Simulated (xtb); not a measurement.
CH9AlO2Si2, charge +1, doublet, at the geometry of the source list (GFN-xTB shapes and energies of metal compounds can be far from the true ones) (a state made from the parent by changing its charge; the spin is typed, not shown lowest); GFN0-xTB run with xtb.

Input for xtb:
```
$ xtb mol.xyz --gfn 0 --chrg 1 --uhf 1 --json

# file mol.xyz
15

Al     0.23320000     0.34140000     0.33050000
C      1.06240000     1.71050000     1.50460000
H      1.71880000     1.27540000     2.25640000
H      0.28880000     2.28290000     2.01720000
H      1.64360000     2.42470000     0.92000000
O     -0.89230000     0.82120000    -0.81940000
Si    -1.96860000     1.22190000    -1.97150000
H     -3.29470000     0.88970000    -1.44550000
H     -1.65000000     0.45990000    -3.18450000
H     -1.81570000     2.66310000    -2.18920000
O      0.60780000    -1.29360000     0.44710000
Si     0.94690000    -2.88110000     0.51610000
H     -0.28510000    -3.57150000     0.90400000
H      1.99350000    -3.05390000     1.52560000
H      1.41140000    -3.29080000    -0.81140000
```

Problem. What does xtb print? Leave out banner, timings and long lists.

Solution. 
```
   ID    Z sym.   atoms
    1   13 Al     1
    2    6 C      2
    3    1 H      3-5, 8-10, 13-15
    4    8 O      6, 11
    5   14 Si     7, 12

           -------------------------------------------------
          |                Calculation Setup                |
           -------------------------------------------------

           -------------------------------------------------
          |                 G F N 0 - x T B                 |
           -------------------------------------------------

          ...................................................
          :                      SETUP                      :
          :.................................................:
          :  # basis functions                  60          :
          :  # atomic orbitals                  57          :
          :  # shells                           33          :
          :  # electrons                        35          :
          :  electronic temp.          300.0000000     K    :
          :  accuracy                    1.0000000          :
          :  -> integral cutoff          0.2500000E+02      :
          :  -> integral neglect         0.1000000E-07      :
          ...................................................

         :::::::::::::::::::::::::::::::::::::::::::::::::::::
         ::                     SUMMARY                     ::
         :::::::::::::::::::::::::::::::::::::::::::::::::::::
         :: total energy             -16.920385666160 Eh    ::
         :: gradient norm              0.043392587286 Eh/a0 ::
         :: HOMO-LUMO gap              4.629603377817 eV    ::
         ::.................................................::
         :: H0 energy                -18.238598046232 Eh    ::
         :: repulsion energy           0.176285903959 Eh    ::
         :: electrostat energy         1.145551712029 Eh    ::
         :: -> Gsolv                   0.000000000000 Eh    ::
         ::    -> Gsasa                0.000000000000 Eh    ::
         ::    -> Gshift               0.000000000000 Eh    ::
         :: dispersion energy         -0.003625235916 Eh    ::
         :: short-range corr.         -0.000000000000 Eh    ::
         :: add. restraining           0.000000000000 Eh    ::
         :: total charge               1.000000000000 e     ::
         :::::::::::::::::::::::::::::::::::::::::::::::::::::

           -------------------------------------------------
          |                Property Printout                |
           -------------------------------------------------

    * Orbital Energies and Occupations

         #    Occupation            Energy/Eh            Energy/eV
      -------------------------------------------------------------
         1        2.0000           -0.6856259             -18.6568
       ...           ...                  ...                  ...
         6        2.0000           -0.5308715             -14.4457
         7        2.0000           -0.5300691             -14.4239
         8        2.0000           -0.4916399             -13.3782
         9        2.0000           -0.4815980             -13.1049
        10        2.0000           -0.4813277             -13.0976
        11        2.0000           -0.4801228             -13.0648
        12        2.0000           -0.4797612             -13.0550
        13        2.0000           -0.4668261             -12.7030
        14        2.0000           -0.4498950             -12.2423
        15        2.0000           -0.4475405             -12.1782
        16        1.9989           -0.4389454             -11.9443
        17        1.9963           -0.4377558             -11.9119
        18        1.0048           -0.4273652             -11.6292 (HOMO)
        19                         -0.2572305              -6.9996 (LUMO)
        20                         -0.2184940              -5.9455
        21                         -0.2178926              -5.9292
        22                         -0.2167893              -5.8991
        23                         -0.2148330              -5.8459
        24                         -0.2111486              -5.7456
        25                         -0.2031562              -5.5282
        26                         -0.1588011              -4.3212
        27                         -0.1512737              -4.1164
        28                         -0.1369472              -3.7265
        29                         -0.1054057              -2.8682
       ...                                ...                  ...
        57                          1.3877489              37.7626
      -------------------------------------------------------------
                  HL-Gap            0.1701348 Eh            4.6296 eV
             Fermi-level            0.0000000 Eh            0.0000 eV

     #   Z          covCN         q      C6AA      α(0)
     1  13 Al       2.430     0.475   138.993    23.339
     2   6 C        3.611    -0.485    36.013     8.754
     3   1 H        0.925     0.237     0.931     1.509
     4   1 H        0.925     0.234     0.943     1.519
     5   1 H        0.925     0.234     0.943     1.519
     6   8 O        1.504    -0.484    22.539     6.413
     7  14 Si       3.584     0.608   134.690    21.529
     8   1 H        0.918     0.011     2.881     2.655
     9   1 H        0.917     0.009     2.904     2.666
    10   1 H        0.918     0.009     2.907     2.667
    11   8 O        1.504    -0.483    22.517     6.410
    12  14 Si       3.585     0.609   134.654    21.525
    13   1 H        0.918     0.010     2.885     2.657
    14   1 H        0.918     0.009     2.915     2.670
    15   1 H        0.918     0.010     2.895     2.661

 Mol. C6AA /au·bohr⁶  :       3966.995136
 Mol. C8AA /au·bohr⁸  :     183705.370189
 Mol. α(0) /au        :        108.491155

Wiberg/Mayer (AO) data.
largest (>0.10) Wiberg bond orders for each atom

 ---------------------------------------------------------------------------
     #   Z sym  total        # sym  WBO       # sym  WBO       # sym  WBO
 ---------------------------------------------------------------------------
     1  13 Al   2.779 --    11 O    0.961     6 O    0.956     2 C    0.598
     2   6 C    3.655 --     3 H    0.935     5 H    0.927     4 H    0.927
                             1 Al   0.598     6 O    0.119    11 O    0.118
     3   1 H    0.983 --     2 C    0.935
     4   1 H    0.984 --     2 C    0.927
     5   1 H    0.984 --     2 C    0.927
     6   8 O    2.403 --     7 Si   1.202     1 Al   0.956     2 C    0.119
     7  14 Si   3.937 --     6 O    1.202     8 H    0.890    10 H    0.889
                             9 H    0.888
     8   1 H    0.910 --     7 Si   0.890
     9   1 H    0.908 --     7 Si   0.888
    10   1 H    0.911 --     7 Si   0.889
    11   8 O    2.410 --    12 Si   1.205     1 Al   0.961     2 C    0.118
    12  14 Si   3.941 --    11 O    1.205    14 H    0.890    13 H    0.889
                            15 H    0.889
    13   1 H    0.909 --    12 Si   0.889
    14   1 H    0.911 --    12 Si   0.890
    15   1 H    0.909 --    12 Si   0.889
 ---------------------------------------------------------------------------

Topologies differ in total number of bonds
Writing topology from bond orders to xtbtopo.mol

 dipole moment from electron density (au)
     X       Y       Z
   1.2751   1.9687   1.7720  total (Debye):    7.472

           -------------------------------------------------
          | TOTAL ENERGY              -16.920385666160 Eh   |
          | GRADIENT NORM               0.043392587286 Eh/α |
          | HOMO-LUMO GAP               4.629603377817 eV   |
           -------------------------------------------------

normal termination of xtb
```
